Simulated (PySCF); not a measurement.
C₂H₇AlFN. Atoms are numbered in the order given.

```xyz
12

Al    -0.1051     0.5216     0.0000
F     -1.3515     1.6386     0.0000
C      1.7438     1.1197     0.0000
H      2.4596     0.2822     0.0000
H      1.9543     1.7432     0.8854
H      1.9543     1.7432    -0.8854
N     -0.6121    -1.1769     0.0000
C      0.2066    -2.3758     0.0000
H     -1.6064    -1.3927     0.0000
H      0.0371    -3.0110    -0.8905
H      0.0371    -3.0110     0.8905
H      1.2758    -2.1082     0.0000
```
Charge 0, spin multiplicity 1.

The structure is a stationary point at B3LYP-D3(BJ)/def2-SVP. The structure was generated by enumeration; whether it is a known compound was not checked. One conformer was computed; it need not be the lowest.

These are PBE/def2-TZVP run with PySCF values and carry that method's errors.

Task: Estimate the frontier levels, gap, dipole moment and polarisability. (An estimate is asked for; the answer gives what the named calculation found.)

Result: 
| Item | Value |
|---|---|
| highest occupied level | -5.50 eV |
| lowest empty level | -0.79 eV |
| orbital gap | 4.72 eV |
| dipole moment | 2.04 D |
| quadrupole, principal values (traceless, Buckingham form, about the centre of nuclear charge) | -7.05, 2.77, 4.28 D·Å |
| mean static polarisability | 59.1 bohr³ (8.76 Å³) |
| polarisability, principal values | 50.0, 57.1, 70.2 bohr³ |
